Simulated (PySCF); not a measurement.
## Co: excitation energy

Co [Ar] 3d7 4s2 (4F) → Co [Ar] 3d9 (2D), as a difference of total energies. All numbers are calculated (PySCF 2.14, the spin-free X2C one-electron Hamiltonian (Gaussian nucleus), in x2c-TZVPPall (6s5p4d2f1g, 64 functions)). Correlated levels: valence and next inner shell: [Ne] frozen. The calculations carry no spin-orbit coupling.

```
                                method  excitation energy (cm⁻¹)
                                   UHF                     61904
    MP2 (valence and next inner shell)                    8611.7
SCS-MP2 (valence and next inner shell)                     15336
   CCSD (valence and next inner shell)                     34336
CCSD(T) (valence and next inner shell)                     31052
```

A first-order spin-orbit estimate (lowest level to lowest level, LS coupling) adds 0.043 eV.

The coupled-cluster amplitudes are large for the upper state (T1 above 0.03 or a double amplitude above 0.15), so a single reference is strained.
